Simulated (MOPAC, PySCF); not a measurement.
CH$_{6}$Si$_{3}$, SMILES `[SiH]1=[Si](C)[SiH2]1`, neutral singlet in the gas phase. 

Z-matrix (Å, degrees):
```
Si
C 1 1.8710
H 2 1.0910 1 110.00
H 2 1.0919 3 109.13 1 -120.77
H 2 1.0919 3 109.12 4 -118.48
Si 1 2.1062 2 151.11 3 0.87
H 6 1.4889 1 150.62 2 -0.03
Si 6 2.2855 7 146.77 1 -179.95
H 8 1.4931 6 122.01 7 -70.88
H 8 1.4931 9 106.45 6 -146.77
```
Charge 0, spin multiplicity 1.

All levels are single points at this geometry (PBE0-D3(BJ)/def2-TZVP); Pople sets use spherical d functions. Orbital energies aren't observables, and empty levels follow the basis.

PBE-D3(BJ)/def2-TZVP in PySCF gives HOMO (eV) = -5.03.

Q: Estimate the HOMO (eV) from each of these levels: PBE0-D3(BJ)/def2-TZVP in PySCF; B3LYP/6-311+G** in PySCF; HF/3-21G in PySCF; HF/6-31G* in PySCF; AM1 in MOPAC.

A: 
| level | HOMO (eV) |
|---|---|
| PBE0-D3(BJ)/def2-TZVP in PySCF | -5.85 |
| B3LYP/6-311+G** in PySCF | -5.66 |
| HF/3-21G in PySCF | -7.46 |
| HF/6-31G* in PySCF | -7.36 |
| AM1 in MOPAC | -8.51 |
